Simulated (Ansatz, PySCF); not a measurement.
Noncovalent pair: CH6OSi (SMILES CO[SiH3]) (first 9 atoms) with CH4 (SMILES C); geometry from B3LYP-D3(BJ)/def2-TZVP, rigid monomers moved along the line of their centres of mass till O2···H11 is 2.42 Å.
(charge 0, multiplicity 1):
```tsv
atom	x (Å)	y (Å)	z (Å)
C	-1.6050	-0.4673	0.3216
O	-0.5492	0.4651	0.1508
Si	0.9489	0.0400	-0.3829
H	-2.4791	0.0743	0.6816
H	-1.8598	-0.9563	-0.6241
H	-1.3413	-1.2340	1.0566
H	1.5554	-0.9886	0.5000
H	1.7615	1.2719	-0.3719
H	0.8809	-0.5210	-1.7568
C	0.0326	0.0394	3.3578
H	-0.1891	0.7106	2.5300
H	-0.8930	-0.3959	3.7332
H	0.6922	-0.7553	3.0109
H	0.5223	0.5916	4.1589
```

Interaction energies are E(AB) − E(A) − E(B) at the monomers' geometry in the complex; basis-set methods are counterpoise corrected. Rows marked so take none.

Frozen-core correlation. Rows in 6-31G*, STO-3G carry no dispersion term and start afresh at each structure (6-31G* with six Cartesian d functions).

Programs: Ansatz (Gaussian basis) for Hartree–Fock, density functionals and correlated methods; PySCF for 6-31G* rows, STO-3G rows, the dispersion terms. 

```json
[
 {"level": "HF/STO-3G (no counterpoise)", "interaction energy (kcal/mol)": "0.73"},
 {"level": "HF/6-31G*", "interaction energy (kcal/mol)": "2.12"},
 {"level": "PBE-D3(BJ)/def2-TZVPPD", "interaction energy (kcal/mol)": "-0.96"},
 {"level": "BP86/6-31G* (no counterpoise)", "interaction energy (kcal/mol)": "1.13"},
 {"level": "r2SCAN-D3(BJ)/def2-TZVPPD", "interaction energy (kcal/mol)": "-0.82"},
 {"level": "B3LYP-D3(BJ)/def2-TZVPPD", "interaction energy (kcal/mol)": "-0.93"},
 {"level": "PBE0/def2-TZVPPD", "interaction energy (kcal/mol)": "0.56"},
 {"level": "wB97X-V/def2-TZVPPD", "interaction energy (kcal/mol)": "___"},
 {"level": "CCSD/aug-cc-pV(D+d)Z", "interaction energy (kcal/mol)": "___"}
]
```

Q: Some entries are withheld; supply them.

A: 
- wB97X-V/def2-TZVPPD, interaction energy (kcal/mol): -0.72
- CCSD/aug-cc-pV(D+d)Z, interaction energy (kcal/mol): 0.01

Ansatz is an electronic-structure program.
